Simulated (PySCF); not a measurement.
Magnetisability: SMILES CN1CCCN1C(C)(C)C, C₈H₁₈N₂

Geometry:
```tsv
atom	x (Å)	y (Å)	z (Å)
C1	1.604	-1.635	-1.001
N2	0.760	-1.074	0.043
C3	1.485	-0.851	1.286
C4	2.101	0.545	1.133
C5	1.039	1.258	0.287
N6	0.267	0.202	-0.373
C7	-1.193	0.294	-0.304
C8	-1.754	-0.827	-1.187
C9	-1.617	1.641	-0.897
C10	-1.765	0.136	1.114
H11	1.873	-2.652	-0.717
H12	2.519	-1.059	-1.184
H13	1.027	-1.668	-1.922
H14	0.769	-0.859	2.113
H15	2.223	-1.635	1.452
H16	2.272	1.037	2.088
H17	3.050	0.486	0.599
H18	1.492	1.902	-0.473
H19	0.407	1.881	0.926
H20	-2.841	-0.800	-1.180
H21	-1.420	-1.791	-0.817
H22	-1.407	-0.703	-2.209
H23	-2.690	1.645	-1.070
H24	-1.377	2.468	-0.233
H25	-1.110	1.802	-1.845
H26	-1.555	-0.863	1.489
H27	-2.843	0.280	1.097
H28	-1.338	0.866	1.798
```

Level of theory: GIAO KT3/pcSseg-1 magnetisability, rotational g tensor and spin-rotation constants, non-relativistic, gas phase in PySCF. Geometry: GFN2-xTB.

Q: How diamagnetic is it, and how anisotropic?

A: Isotropic -1799 × 10⁻³⁰ J/T², or -108.3 × 10⁻⁶ cm³/mol; principal values -1879, -1774, -1744 × 10⁻³⁰ J/T², anisotropy 123 × 10⁻³⁰ J/T² (root of half the summed squared differences of the principal values). The susceptibility is in cgs units.

Q: Split it along the inertial axes a, b, c into diamagnetic and paramagnetic parts about the centre of mass, with the quadrupole moment.

A: 
```csv
axis,χ (10⁻⁶ cm³/mol),diamagnetic (10⁻⁶ cm³/mol),paramagnetic (10⁻⁶ cm³/mol),summed x² of all electrons (Å²),quadrupole Θ (D Å)
a,-108.0,-809.4,701.4,228.7,+3.17
b,-108.8,-1280.2,1171.4,117.8,-0.24
c,-108.3,-1469.8,1361.6,73.0,-2.92
```
Anisotropies 2χaa − χbb − χcc = +1.1 and 2χbb − χaa − χcc = -1.3 × 10⁻⁶ cm³/mol. Θ is traceless in Buckingham's convention.

Q: And the rotational g tensor?

A: 
```tsv
axis	rotational constant (GHz)	g	nuclear part	electronic part
a	1.9722	-0.0067	0.6432	-0.6499
b	1.1268	-0.0024	0.6177	-0.6201
c	0.9635	-0.0015	0.6148	-0.6163
```
Asymmetric top; isotopes 12C, 1H, 14N; no vibrational averaging.
